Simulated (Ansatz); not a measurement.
Compare A (`OC(O)([SiH3])[SiH3]`) with its isomer B (`OC(O)[SiH2][SiH3]`).

Calculated with Ansatz (gas phase, PBE0-D4/def2-TZVP geometries, no zero-point term in ΔE). CCSD(T)/CBS adds triple-zeta CCSD(T) − MP2 to the extrapolated MP2 energy (def2 sets, frozen cores). DFT in def2-TZVPP. B3LYP here is the variant with VWN-RPA as its local correlation; programs differ in this. Each species was taken in one conformer, which may not be the lowest.

Question: Which isomer does CCSD(T)/CBS put lower? Give the gap. (Best estimate.)

Answer: Ansatz gave: B, by 35.2 kJ/mol.

Question: Give E(B) − E(A) in kJ/mol with HF/def2-TZVPP, ωB97M-V, B3LYP, B2PLYP, CCSD/def2-TZVPP, CCSD(T)/def2-TZVPP, PBE0-D4. (Estimate.)

Answer: Ansatz gave: HF/def2-TZVPP -42.4, ωB97M-V -30.8, B3LYP -40.1, B2PLYP -36.3, CCSD/def2-TZVPP -38.2, CCSD(T)/def2-TZVPP -36.4, PBE0-D4 -44.7. None reverses the order clearly.

Largest T1 diagnostic: 0.013.

The D4 term adds +4.9 kJ/mol with B3LYP and +2.4 kJ/mol with PBE0; it sums over pairs of atoms, weighted by their polarisabilities, and B3LYP, whose exchange is more repulsive, gets the larger term. In def2-TZVPP, CCSD(T) changes the Hartree–Fock value by +5.9 kJ/mol (the triples alone add +1.8 kJ/mol) and MP2 by +11.1 kJ/mol.
